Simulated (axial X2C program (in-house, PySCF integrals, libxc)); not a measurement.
**Testing model relations on InBr⁻**

A bond curve at the CCSD(T) level, two-component, was computed with an in-house all-electron X2C program for linear molecules (integrals from PySCF) (basis In dyall-acv3z [12s13p10d5f1g], Br dyall-acv3z [9s10p7d5f1g] (cores contracted in-house)) for the state Ω = 1/2 (⟨Sz⟩ = -0.50, ⟨Lz⟩ = 1.00 at HF). Its fit gives Re = 2.7907 Å, ωe = 142.7 cm⁻¹, ωexe = 0.66 cm⁻¹ and αe = 2.580e-04 cm⁻¹; the masses are 114.9039 and 78.9183 u. Two-component means X2C with spin–orbit coupling and atomic mean-field Coulomb and Gaunt terms.

Correlated methods: 11 electrons correlated (number of frozen shells: In 4 s, 3 p, 2 d; Br 3 s, 2 p, 1 d), 337 virtual spin orbitals or spinors in MP2, 90 natural virtuals in coupled cluster.

Q: Find the reduced mass, Be and the force constant.

A: From the CCSD(T) values: μ = 46.7853 u. Be = 16.8576/(μ Re²) = 0.04627 cm⁻¹. k = 5.8918×10⁻⁷ μ ωe² = 0.561 mdyn/Å.

Q: Where do the fundamental and the first overtone lie?

A: ν(1←0) = ωe − 2ωexe = 141.4 cm⁻¹; ν(2←0) = 2ωe − 6ωexe = 281.4 cm⁻¹.

Q: Estimate De from a Morse curve and compare with the computed well depth of 1.104 eV to In + Br-.

A: De(Morse) = ωe²/(4ωexe) = 0.956 eV against 1.104 eV computed, a ratio of 0.87. For De the Morse form works well here.

Q: Estimate the centrifugal constant by the Kratzer relation.

A: D = 4Be³/ωe² = 1.95e-08 cm⁻¹.

Q: A Morse curve ties αe to the other constants (Pekeris). How well does that hold?

A: αe(Morse) = 6Be²/ωe × (√(ωexe/Be) − 1) = 2.499e-04 cm⁻¹; the CCSD(T) curve gives 2.580e-04 cm⁻¹, a ratio of 0.97.

The state is one determinant whose occupation by symmetry is held fixed; it was picked as the lowest of a PBE0 search that is not exhaustive. De is counted from the lowest determinant-based energies of the atoms at the same level, without counterpoise correction. Coupled cluster ran in a truncated set of natural virtual spinors; the MP2 energy of the rest was added. (T) has no such correction and the atoms are truncated less, which lowers De at CCSD(T) by a hundredth of an eV or more. With the outer-core shells frozen, correlated bond lengths of heavy atoms tend to come out a few hundredths of an ångström too long.
